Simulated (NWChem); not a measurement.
C$_{2}$H$_{4}$ClFSi; SMILES F/C=C(/[SiH3])Cl

```xyz
9

F     -0.8915     2.2155     0.0000
C     -1.1081     0.8973     0.0000
C     -0.1343    -0.0173     0.0000
Si    -0.4510    -1.8654     0.0000
Cl     1.5441     0.5122     0.0000
H     -2.1639     0.6431     0.0000
H      0.1455    -2.4838    -1.2101
H      0.1455    -2.4838     1.2101
H     -1.9245    -2.0678     0.0000
```
Atoms are numbered in this order, from 1.

Results from NWChem. Pople sets run with spherical d functions. Coordinates come from a B3LYP/6-31G* (spherical d) optimisation. Level: B3LYP/6-31G* with SMD (1 M gas to 1 M solution), gas-phase geometry. Reactions with the solvent are ignored.

For solvent toluene:

- solvation free energy (kcal/mol) = -2.0
- cavity-dispersion-structure term (kcal/mol) = -0.5
- dipole in solution (D) = 2.45

### Question
Estimate the same quantities for solvent water.

### Answer
The solvation free energy (kcal/mol) comes out as 1.5 and the cavity-dispersion-structure term (kcal/mol) is 4.3. The dipole in solution (D) comes out as 2.81.
